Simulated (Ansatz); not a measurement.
`C[S][Al]([NH2])[F]` and `[NH2][Al]([F])[NH][SiH3]` differ in one atom or group.

Ansatz, PBE0-D4/def2-TZVP geometries, multiplicity 1. Each molecule was computed in one conformer, which needn't be the lowest.

```tsv
property	`C[S][Al]([NH2])[F]`
LUMO energy (PBE/def2-TZVPP) / eV	-1.14
size of the dipole moment (ωB97M-V/def2-TZVPP) / D	0.68
HOMO energy (PBE0/def2-TZVPP) / eV	-7.03
HOMO–LUMO gap (ωB97M-V/def2-TZVPP) / eV	10.48
HOMO–LUMO gap (PBE/def2-TZVPP) / eV	4.66
HOMO energy (ωB97M-V/def2-TZVPP) / eV	-9.21
```

Q: What does the change do to each property? (Best estimate.)

A: The calculation gave: 
```json
{"property": "LUMO energy (PBE/def2-TZVPP) / eV", "`[NH2][Al]([F])[NH][SiH3]`": "-1.25", "shift": "-0.11"}
{"property": "size of the dipole moment (ωB97M-V/def2-TZVPP) / D", "`[NH2][Al]([F])[NH][SiH3]`": "1.03", "shift": "0.35"}
{"property": "HOMO energy (PBE0/def2-TZVPP) / eV", "`[NH2][Al]([F])[NH][SiH3]`": "-7.45", "shift": "-0.42"}
{"property": "HOMO–LUMO gap (ωB97M-V/def2-TZVPP) / eV", "`[NH2][Al]([F])[NH][SiH3]`": "10.93", "shift": "0.45"}
{"property": "HOMO–LUMO gap (PBE/def2-TZVPP) / eV", "`[NH2][Al]([F])[NH][SiH3]`": "4.81", "shift": "0.15"}
{"property": "HOMO energy (ωB97M-V/def2-TZVPP) / eV", "`[NH2][Al]([F])[NH][SiH3]`": "-9.79", "shift": "-0.58"}
```

With PBE0 the HOMO falls by 0.42 eV and the LUMO falls by 0.11 eV, so the gap widens by about 0.31 eV. PBE moves the HOMO by -0.26 eV and ωB97M-V by -0.58 eV. Dipoles are sizes alone; their direction can turn.
